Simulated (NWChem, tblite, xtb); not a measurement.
# How methods differ on CH4GeS (SMILES S=[CH][GeH3])

CH4GeS: 7 atoms, total charge 0, spin state singlet. SMILES: `S=[CH][GeH3]`. The coordinates come from a PBE0-D4/def2-TZVP relaxation.

Each level gives the dipole moment (D). The values are calculated.

```json
{"level": "GFN2-xTB", "kind": "semi-empirical", "program": "tblite", "value (D)": "2.14", "CPU time": "under 2 s"}
{"level": "GFN1-xTB", "kind": "semi-empirical", "program": "tblite", "value (D)": "1.40", "CPU time": "under 2 s"}
{"level": "IPEA1-xTB", "kind": "semi-empirical", "program": "tblite", "value (D)": "1.66", "CPU time": "under 2 s"}
{"level": "GFN0-xTB", "kind": "semi-empirical", "program": "xtb", "value (D)": "2.28", "CPU time": "under 2 s"}
{"level": "HF/STO-3G", "kind": "Hartree–Fock", "program": "NWChem", "value (D)": "1.14", "CPU time": "4.4 s"}
{"level": "HF/3-21G", "kind": "Hartree–Fock", "program": "NWChem", "value (D)": "2.31", "CPU time": "5.5 s"}
{"level": "HF/pcseg-1", "kind": "Hartree–Fock", "program": "NWChem", "value (D)": "2.10", "CPU time": "27 s"}
{"level": "HF/def2-SVP", "kind": "Hartree–Fock", "program": "NWChem", "value (D)": "1.85", "CPU time": "18 s"}
{"level": "PBE/def2-TZVP", "kind": "GGA", "program": "NWChem", "value (D)": "1.51", "CPU time": "83 s"}
{"level": "B3LYP/3-21G", "kind": "global hybrid", "program": "NWChem", "value (D)": "1.95", "CPU time": "16 s"}
```

All-electron rows without a relativistic Hamiltonian named are non-relativistic. The values span 1.14 to 2.31 D. Sets without polarisation functions give poor dipoles. CPU times are rough (shared hosts, several kinds of processor): they show what a rung costs within a factor of a few.
